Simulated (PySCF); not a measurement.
Run times: promethium in x2c-SVPall-2c

Measured wall times of calculations with PySCF 2.14 in x2c-SVPall-2c, with two-component X2C-1e, run from one Python driver. Hardware: 1 thread of Neoverse-N1 on a shared host, 1.3 GiB allowed. The two-electron integrals over 112 functions were computed once and kept in memory (22 CPU seconds with the set-up); the times below exclude them.

Launch command (the driver calls PySCF for each step listed in the task file):

```bash
OMP_NUM_THREADS=1 python sorun2.py TASK.json OUT
```

```json
{"species": "Pm³⁺ [Xe] 4f4", "step": "GHF, spin-free", "iterations": "7", "wall time (s)": "8.5"}
{"species": "Pm³⁺ [Xe] 4f4", "step": "GMP2 (30 electrons), spin-free", "iterations": "", "wall time (s)": "10"}
{"species": "Pm³⁺ [Xe] 4f4", "step": "GHF, screened spin-orbit", "iterations": "13", "wall time (s)": "65"}
{"species": "Pm³⁺ [Xe] 4f4", "step": "GMP2 (30 electrons), screened spin-orbit", "iterations": "", "wall time (s)": "8.6"}
{"species": "Pm⁴⁺ [Xe] 4f3", "step": "GHF, spin-free", "iterations": "8", "wall time (s)": "9.1"}
{"species": "Pm⁴⁺ [Xe] 4f3", "step": "GMP2 (29 electrons), spin-free", "iterations": "", "wall time (s)": "8.1"}
{"species": "Pm⁴⁺ [Xe] 4f3", "step": "GHF, screened spin-orbit", "iterations": "18", "wall time (s)": "30"}
{"species": "Pm⁴⁺ [Xe] 4f3", "step": "GMP2 (29 electrons), screened spin-orbit", "iterations": "", "wall time (s)": "8.2"}
```

Peak memory of the process: 0.58 GiB. Times on a shared host vary from run to run.
